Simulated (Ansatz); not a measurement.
Reaction (atomization): `[SiH3][SiH2][SiH2][SiH2][SiH2][SiH3]` → 14 H• + 6 Si•

Computed with Ansatz on PBE0-D4/def2-TZVP structures; ΔE is electronic, products minus reactants. CBS: MP2 limit from def2 TZ/QZ plus the TZ coupled-cluster correction, frozen cores. This one scheme is used for every species, atoms too. DFT in def2-TZVPP. B3LYP here is the variant with VWN-RPA as its local correlation; programs differ in this. Open shells (•) are unrestricted, without spin–orbit coupling. Spin–orbit coupling would lower the free atoms: a little for Si. One conformer a species, not always the lowest.

```tsv
level	ΔE (eV)
revPBE-D4	58.73
BLYP-D4	59.19
B2PLYP	58.92
PBE0	58.88
B3LYP	59.03
BHLYP	58.93
LC-ωPBE	59.12
HF/def2-TZVPP	46.03
```

**Question.** What does CCSD(T)/CBS give? (Best estimate.)

**Answer.** Computed: +60.24 eV. The listed levels differ from it by -1.51, -1.05, -1.32, -1.36, -1.21, -1.31, -1.12, -14.21 eV.

Largest T1 diagnostic among the species: 0.014.

In def2-TZVPP, CCSD(T) changes the Hartree–Fock value by +12.68 eV (the triples alone add +0.52 eV) and MP2 by +11.70 eV; breaking electron pairs costs correlation energy, which Hartree–Fock lacks. The D4 term adds +1.09 eV with B3LYP and +0.60 eV with PBE0; it sums over pairs of atoms, weighted by their polarisabilities, and B3LYP, whose exchange is more repulsive, gets the larger term. From PBE to PBE0 (25 % exact exchange), in def2-TZVPP and without D4, ΔE moves by +0.24 eV.

For atomizations the MP2-based limit and the directly extrapolated one differ by several kJ/mol either way, and by 10 to 25 for some Ge, Se and Sn compounds, so smaller differences from it don't rank the levels.
